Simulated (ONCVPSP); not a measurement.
What one change does to a pseudopotential (Mo (Z = 42), ONCV)

* Element: Mo (Z = 42)
* Generator: ONCVPSP 4.0.1
* Type: optimised norm-conserving Vanderbilt (ONCV)
* Functional: PBEsol
* Relativity: fully relativistic
* Frozen core: [Ar] 3d10
* Valence charge: 14
* Reference configuration: 4s2 4p6 4d5 5s0.75 5p0.25
* Partial waves: 4s+5s: rc 1.85 bohr, ncon 4, nbas 7, qcut 5.3 1/bohr, 2 projectors; 4p+5p: rc 2.35 bohr, ncon 4, nbas 9, qcut 6.6 1/bohr, 2 projectors; 4d: rc 1.90 bohr, ncon 4, nbas 9, qcut 9.5 1/bohr, 1 projector
* Local potential: polynomial inside 1.85 bohr (lpopt 3, dvloc0 6 Ha)
* Core correction: Teter function, fcfact 5.75, rcfact 1.6

Open shells are filled in proportion to 2j + 1.

Change: core correction Teter function, fcfact 5.75, rcfact 1.4.

Cutoffs: the cutoffs (Ha) at which the residual kinetic energy of the hardest occupied pseudo-wave falls to 1 and 0.1 mHa per electron; they do not see the model core or the augmentation charge, which bear on the density cutoff. Errors are all-electron minus pseudo energies relative to the spin-unpolarised reference configuration.

Task: Predict the effect on cutoff, ghosts and configuration errors.

Result: The potential gets neither clearly harder nor softer (21 Ha and 27 Ha → 21 Ha and 27 Ha); the errors of the 3 common tests hardly move; neither file shows a bound ghost. A model core, the more so a compact one, raises the density cutoff, which this test does not measure.

```csv
quantity,base,changed
"cutoff, loose",21 Ha,21 Ha
"cutoff, tight",27 Ha,27 Ha
bound ghosts,none,none
GHOST(+) flags under 300 eV,none,none
tests with a reliable result,3 of 4,3 of 4
"error for 4s2 4p6 4d5 5s1 5p0, meV [ΔE -0.78 eV]",-0.1,-0.1
"error for 4s2 4p6 4d5 5s0 5p0, meV [ΔE 6.13 eV]",-1.1,-0.9
"error for 4s2 4p6 4d4 5s2 5p0, meV [ΔE -0.60 eV]",-8.9,-7.9
s: phases at 1.88 bohr within 0.05 rad from the reference energy up to (Ha; the scan ends near 5),to the end of the scan,to the end of the scan
p3/2: phases at 2.39 bohr within 0.05 rad from the reference energy up to (Ha; the scan ends near 5),to the end of the scan,to the end of the scan
p1/2: phases at 2.39 bohr within 0.05 rad from the reference energy up to (Ha; the scan ends near 5),4.8,4.8
d5/2: phases at 1.93 bohr within 0.05 rad from the reference energy up to (Ha; the scan ends near 5),1.6,1.6
d3/2: phases at 1.93 bohr within 0.05 rad from the reference energy up to (Ha; the scan ends near 5),1.5,1.5
"rms error of d²Exc/dni dnj with the model core, mHa",2.81,3.24
```
